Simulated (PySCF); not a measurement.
MoN(NH2)3 (singlet state).
Structure used (PBE0-D3(BJ)/def2-SVP), in Å, numbered top down from 1:
```
atom  x, y, z in Å
Mo1    0.013    0.001    0.342
N2     0.036    0.035    1.964
N3     1.885   -0.051   -0.178
H4     2.673   -0.056    0.462
H5     2.212   -0.087   -1.140
N6    -0.903    1.638   -0.172
H7    -1.076    1.923   -1.132
H8    -1.263    2.334    0.472
N9    -0.966   -1.619   -0.104
H10   -1.157   -1.933   -1.052
H11   -1.355   -2.271    0.569
```

Level of theory: PBE0-D3(BJ)/def2-SVP geometry optimisation, gas phase, def2 core potentials past Kr (PySCF 2.14.0).

**Question.** Which atoms are bound to Mo1, and at what distances?

**Answer.** 4 atoms: N2 1.623 Å, N9 1.944 Å, N3 1.944 Å, N6 1.945 Å. The nearest atom not counted as bound is H5, at 2.65 Å (others tie with it).

**Question.** List the angles at Mo1.

**Answer.** 
| angle | degrees | distance of the outer atoms (Å) |
| --- | --- | --- |
| N3–Mo1–N6 | 113.9 | 3.26 |
| N6–Mo1–N9 | 113.8 | 3.26 |
| N3–Mo1–N9 | 113.7 | 3.26 |
| N2–Mo1–N9 | 104.7 | 2.83 |
| N2–Mo1–N3 | 104.7 | 2.83 |
| N2–Mo1–N6 | 104.7 | 2.83 |

**Question.** What is the shape at Mo1?

**Answer.** Distorted tetrahedral: angles from 104.7° to 113.9°; τ4 = (360° − α − β)/141° = 0.94 with α and β the two widest (0 for a square, 1 for a tetrahedron). The Mo–N distances aren't all alike: 1.623 to 1.945 Å.

**Question.** What are the other bond lengths?

**Answer.** N3–H4 and 5 like bonds 1.016 Å.

**Question.** What are the rotational constants (commonest isotopes, rigid rotor)?

**Answer.** A = 3466, B = 3458, C = 2733 MHz: an oblate symmetric top.

Point group: C3v (every atom within 0.08 Å of its image). Charge 0, singlet. PBE0-D3(BJ)/def2-SVP frequencies: not computed here.
